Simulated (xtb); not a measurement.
xtb input file for C4H4O3, SMILES C=C1OCOC1=O, GFN2-xTB. 

```
$ xtb mol.xyz --gfn 2 --ohess tight --chrg 0 --uhf 0 --json
$ cat mol.xyz
11

C      1.86050000    -0.40950000     0.04050000
C      0.53640000    -0.19400000    -0.03650000
O     -0.37630000    -1.06940000    -0.36840000
C     -1.61360000    -0.37990000    -0.26010000
O     -1.40330000     0.98360000     0.18950000
C     -0.06650000     1.11160000     0.39010000
O      0.49180000     2.15610000     0.78500000
H      2.55650000     0.34390000     0.38690000
H      2.27960000    -1.37470000    -0.24420000
H     -2.24220000    -0.87420000     0.44520000
H     -2.04580000    -0.30960000    -1.28150000
```

It prints:

```
[banner left out]
          |                Calculation Setup                |
           -------------------------------------------------



           -------------------------------------------------
          |                 G F N 2 - x T B                 |
           -------------------------------------------------

        Reference                      10.1021/acs.jctc.8b01176
      * Hamiltonian:
        H0-scaling (s, p, d)           1.850000    2.230000    2.230000
        zeta-weighting                 0.500000
      * Dispersion:
        s8                             2.700000
        a1                             0.520000
        a2                             5.000000
        s9                             5.000000
      * Repulsion:
        kExp                           1.500000    1.000000
        rExp                           1.000000
      * Coulomb:
        alpha                          2.000000
        third order                    shell-resolved
        anisotropic                    true
        a3                             3.000000
        a5                             4.000000
        cn-shift                       1.200000
        cn-exp                         4.000000
        max-rad                        5.000000


          ...................................................
          :                      SETUP                      :
          :.................................................:
          :  # basis functions                  32          :
          :  # atomic orbitals                  32          :
          :  # shells                           18          :
          :  # electrons                        38          :
          :  max. iterations                   250          :
          :  Hamiltonian                  GFN2-xTB          :
          :  restarted?                      false          :
          :  GBSA solvation                  false          :
[...]
        22                         -0.0190257              -0.5177
        23                          0.0521864               1.4201
        24                          0.0570165               1.5515
        25                          0.0848043               2.3076
        26                          0.1191028               3.2410
        27                          0.1498636               4.0780
        28                          0.1746738               4.7531
        29                          0.2288707               6.2279
        30                          0.3973135              10.8115
       ...                                ...                  ...
        32                          0.7261446              19.7594
      -------------------------------------------------------------
                  HL-Gap            0.1298588 Eh            3.5336 eV
             Fermi-level           -0.3549372 Eh           -9.6583 eV

     #   Z          covCN         q      C6AA      α(0)
     1   6 C        2.837    -0.107    30.699     9.080
     2   6 C        2.916     0.110    25.572     8.292
     3   8 O        1.707    -0.267    18.427     5.796
     4   6 C        3.738     0.214    17.322     5.939
     5   8 O        1.710    -0.257    18.265     5.770
     6   6 C        2.784     0.351    21.049     7.515
     7   8 O        0.856    -0.347    20.652     6.093
     8   1 H        0.926     0.086     1.916     2.165
     9   1 H        0.926     0.082     1.961     2.190
    10   1 H        0.923     0.068     2.105     2.269
    11   1 H        0.923     0.068     2.108     2.271

 Mol. C6AA /au·bohr⁶  :       1445.007224
 Mol. C8AA /au·bohr⁸  :      33165.902267
 Mol. α(0) /au        :         57.378945


Wiberg/Mayer (AO) data.
largest (>0.10) Wiberg bond orders for each atom

 ---------------------------------------------------------------------------
     #   Z sym  total        # sym  WBO       # sym  WBO       # sym  WBO
 ---------------------------------------------------------------------------
     1   6 C    3.981 --     2 C    1.796     9 H    0.971     8 H    0.969
                             3 O    0.124
     2   6 C    3.924 --     1 C    1.796     3 O    1.039     6 C    0.983
     3   8 O    2.228 --     2 C    1.039     4 C    0.981     1 C    0.124
     4   6 C    3.912 --     3 O    0.981     5 O    0.978    10 H    0.954
                            11 H    0.954
     5   8 O    2.303 --     6 C    1.074     4 C    0.978     7 O    0.164
     6   6 C    3.919 --     7 O    1.785     5 O    1.074     2 C    0.983
     7   8 O    2.098 --     6 C    1.785     5 O    0.164
     8   1 H    0.993 --     1 C    0.969
     9   1 H    0.993 --     1 C    0.971
    10   1 H    0.995 --     4 C    0.954
    11   1 H    0.995 --     4 C    0.954
 ---------------------------------------------------------------------------

Topologies differ in total number of bonds
Writing topology from bond orders to xtbtopo.mol

molecular dipole:
                 x           y           z       tot (Debye)
 q only:       -0.161      -1.000      -0.356
   full:       -0.358      -1.152      -0.428       3.254
molecular quadrupole (traceless):
                xx          xy          yy          xz          yz          zz
 q only:        7.132       0.412      -7.217       0.751      -2.731       0.085
  q+dip:        7.341      -0.320      -9.003       0.312      -4.116       1.662
   full:        6.970      -0.023      -9.200       0.313      -4.374       2.230

           -------------------------------------------------
          |                Geometry Summary                 |
           -------------------------------------------------

      molecular mass/u    :      100.0729214
   center of mass at/Å    :       -0.1088503       0.3261930       0.1052855
  moments of inertia/u·Å² :        0.1285396E+03   0.1399892E+03   0.2652756E+03
rotational constants/cm⁻¹ :        0.1311473E+00   0.1204210E+00   0.6354761E-01

 * 10 selected distances

     #   Z          #   Z                                           value/Å
     1   6 C        2   6 C                                       1.3267771
     2   6 C        3   8 O                                       1.3654231
     3   8 O        4   6 C                                       1.4044741 (max)
     4   6 C        5   8 O                                       1.3997707
     5   8 O        6   6 C                                       1.3555694
     6   6 C        7   8 O                                       1.1922340
     1   6 C        8   1 H                                       1.0736597 (min)
     1   6 C        9   1 H                                       1.0738168
     4   6 C       10   1 H                                       1.1006132
     4   6 C       11   1 H                                       1.1008632

 * 3 distinct bonds (by element types)

   Z      Z             #   av. dist./Å        max./Å        min./Å
   1 H    6 C           4     1.0872382     1.1008632     1.0736597
   6 C    6 C           1     1.3267771     1.3267771     1.3267771
   6 C    8 O           5     1.3434943     1.4044741     1.1922340

           -------------------------------------------------
          |               Frequency Printout                |
           -------------------------------------------------
 projected vibrational frequencies (cm⁻¹)
eigval :       -0.00    -0.00    -0.00     0.00     0.00     0.00
eigval :      134.48   174.19   264.91   361.25   509.59   623.42
eigval :      670.93   740.43   749.18   802.77   863.93   914.02
eigval :     1013.49  1069.98  1070.58  1083.90  1148.54  1241.78
eigval :     1310.48  1353.31  1479.03  1701.01  1826.86  2868.33
eigval :     2906.49  3134.47  3177.54
 reduced masses (amu)
   1: 12.75   2: 13.38   3: 13.53   4: 12.92   5: 12.60   6: 13.60   7: 12.04   8: 11.57
   9: 10.35  10: 11.34  11: 12.70  12: 13.58  13:  6.45  14: 13.55  15:  8.09  16: 12.88
  17:  3.59  18:  7.68  19: 13.39  20: 12.83  21:  5.68  22: 11.77  23:  1.53  24: 11.53
  25:  4.50  26:  2.37  27:  1.82  28: 11.70  29: 13.44  30:  1.99  31:  1.43  32:  1.50
  33:  2.13
 IR intensities (km·mol⁻¹)
   1:  0.93   2:  0.53   3:  1.57   4:  0.26   5:  0.38   6:  1.41   7: 10.66   8:  2.99
   9:  4.62  10: 18.11  11:  6.37  12:  0.35  13:  0.70  14:  0.75  15: 12.25  16:  7.92
  17: 52.00  18:  6.07  19: 15.63  20:136.43  21: 19.78  22:179.53  23:  0.00  24:403.69
  25: 12.02  26:  1.86  27:  0.98  28: 79.37  29:452.67  30: 21.64  31: 33.16  32:  2.42
  33:  3.14
 Raman intensities (Ä⁴*amu⁻¹)
   1:  0.00   2:  0.00   3:  0.00   4:  0.00   5:  0.00   6:  0.00   7:  0.00   8:  0.00
   9:  0.00  10:  0.00  11:  0.00  12:  0.00  13:  0.00  14:  0.00  15:  0.00  16:  0.00
  17:  0.00  18:  0.00  19:  0.00  20:  0.00  21:  0.00  22:  0.00  23:  0.00  24:  0.00
  25:  0.00  26:  0.00  27:  0.00  28:  0.00  29:  0.00  30:  0.00  31:  0.00  32:  0.00
  33:  0.00
 output can be read by thermo (or use thermo option).
 writing <g98.out> molden fake output.
 recommended (thermochemical) frequency scaling factor: 1.0
           -------------------------------------------------
          |             Thermodynamic Functions             |
           -------------------------------------------------
Molecule has the following symmetry elements: (sigma)
It seems to be the Cs point group
Note: The following floating-point exceptions are signalling: IEEE_UNDERFLOW_FLAG IEEE_DENORMAL
normal termination of xtb

cs  symmetry found (for desy threshold:  0.10E+00) used in thermo

          ...................................................
          :                      SETUP                      :
          :.................................................:
          :  # frequencies                          27      :
          :  # imaginary freq.                       0      :
          :  linear?                             false      :
          :  only rotor calc.                    false      :
          :  symmetry                               cs      :
          :  rotational number                       1      :
          :  scaling factor                  1.0000000      :
          :  rotor cutoff                   50.0000000 cm⁻¹ :
          :  imag. cutoff                  -20.0000000 cm⁻¹ :
          :.................................................:

    mode    ω/cm⁻¹     T·S(HO)/kcal·mol⁻¹    T·S(FR)/kcal·mol⁻¹   T·S(vib)
   ------------------------------------------------------------------------
       1    134.48    -0.85897 ( 98.12%)    -0.76325 (  1.88%)    -0.85717
       2    174.19    -0.71251 ( 99.33%)    -0.68664 (  0.67%)    -0.71233
       3    264.91    -0.48575 ( 99.87%)    -0.56250 (  0.13%)    -0.48584
   ------------------------------------------------------------------------

   temp. (K)  partition function   enthalpy   heat capacity  entropy
                                   cal/mol     cal/K/mol   cal/K/mol   J/K/mol
 298.15  VIB   8.52                 1970.894     15.424     10.862
         ROT  0.167E+06              888.752      2.981     26.878
         INT  0.142E+07             2859.646     18.405     37.740
         TR   0.969E+27             1481.254      4.968     39.702
         TOT                        4340.8998    23.3727    77.4426   324.0200

       T/K    H(0)-H(T)+PV         H(T)/Eh          T*S/Eh         G(T)/Eh
   ------------------------------------------------------------------------
    298.15    0.691766E-02    0.825412E-01    0.367955E-01    0.457457E-01
   ------------------------------------------------------------------------

         :::::::::::::::::::::::::::::::::::::::::::::::::::::
         ::                  THERMODYNAMIC                  ::
         :::::::::::::::::::::::::::::::::::::::::::::::::::::
         :: total free energy         -22.738442057929 Eh   ::
         ::.................................................::
         :: total energy              -22.784187721577 Eh   ::
         :: zero point energy           0.075623496289 Eh   ::
         :: G(RRHO) w/o ZPVE           -0.029877832642 Eh   ::
         :: G(RRHO) contrib.            0.045745663648 Eh   ::
         :::::::::::::::::::::::::::::::::::::::::::::::::::::

optimized geometry written to: xtbopt.xyz


           -------------------------------------------------
          | TOTAL ENERGY              -22.784187721577 Eh   |
          | TOTAL ENTHALPY            -22.701646561065 Eh   |
          | TOTAL FREE ENERGY         -22.738442057929 Eh   |
          | GRADIENT NORM               0.000250619711 Eh/α |
          | HOMO-LUMO GAP               3.533636507366 eV   |
           -------------------------------------------------

------------------------------------------------------------------------
------------------------------------------------------------------------
 total:
 SCF:
 ANC optimizer:
 analytical hessian:
```

The run converged.

Cost: around 0.26 core-seconds (rough).
